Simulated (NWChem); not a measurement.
System meant: GeHCl$_{2}$, doublet; SMILES [Cl][GeH][Cl]

Here is an NWChem input.

```
start job
memory heap 200 mb stack 900 mb global 1100 mb
geometry units angstroms noautoz
  Cl    -0.651762    -0.030267     1.754040
  Ge     0.614108     0.048082     0.000000
  Cl    -0.651762    -0.030267    -1.754040
  H      1.314292     1.439742     0.000000
end
basis spherical
  * library def2-svp
end
dft
  odft
  mult 2
  xc xpbe96 cpbe96
  iterations 4
  mulliken
end
task dft energy
```

End of the output:

```
     --------------------------
     Expectation value of S2:
     --------------------------
      <S2> =      0.7516 (Exact =     0.7500)

 center of mass
 --------------
 x =   0.04667881 y =  -0.02179383 z =   0.00000000

 moments of inertia (a.u.)
 ------------------
         774.654477756386           0.000000000000           0.000000000000
           0.000000000000         982.073783790176           0.000000000000
           0.000000000000           0.000000000000         219.925971357351

     Multipole analysis of the density
     ---------------------------------

     L   x y z        total         alpha         beta         nuclear
     -   - - -        -----         -----         ----         -------
     0   0 0 0     -0.000000    -34.000000    -33.000000     67.000000

     1   1 0 0      0.597176     -0.341433      0.938609      0.000000
     1   0 1 0      0.050261      0.243593     -0.193332      0.000000
     1   0 0 1     -0.000000      0.000000     -0.000000      0.000000

     2   2 0 0    -30.600938    -69.087121    -63.825013    102.311195
     2   1 1 0      0.046937     -1.389951     -2.250528      3.687416
     2   1 0 1     -0.000000      0.000000     -0.000000      0.000000
     2   0 2 0    -31.348462    -20.617182    -16.760655      6.029375
     2   0 1 1     -0.000000     -0.000000      0.000000      0.000000
     2   0 0 2    -33.155984   -205.461745   -201.250117    373.555878

 ------------------------------------------------------------------------
 dft energy failed                                                                                  0
 ------------------------------------------------------------------------
 ------------------------------------------------------------------------
  current input line :
    19: task dft energy
 ------------------------------------------------------------------------
 ------------------------------------------------------------------------
 This type of error is most commonly associated with calculations not reaching convergence criteria
 ------------------------------------------------------------------------
 For more information see the NWChem manual at https://nwchemgit.github.io

0:dft energy failed:Received an Error in Communication
```

What is wrong, and how is it mended?

The run did not converge; its last values are not results. Cause: the SCF was allowed too few iterations. This input runs:
```
start job
memory heap 200 mb stack 900 mb global 1100 mb
geometry units angstroms noautoz
  Cl    -0.651762    -0.030267     1.754040
  Ge     0.614108     0.048082     0.000000
  Cl    -0.651762    -0.030267    -1.754040
  H      1.314292     1.439742     0.000000
end
basis spherical
  * library def2-svp
end
dft
  odft
  mult 2
  xc xpbe96 cpbe96
  iterations 150
  mulliken
end
task dft energy
```
It converges to -2996.80495 Ha (PBE/def2-SVP, spin-unrestricted).
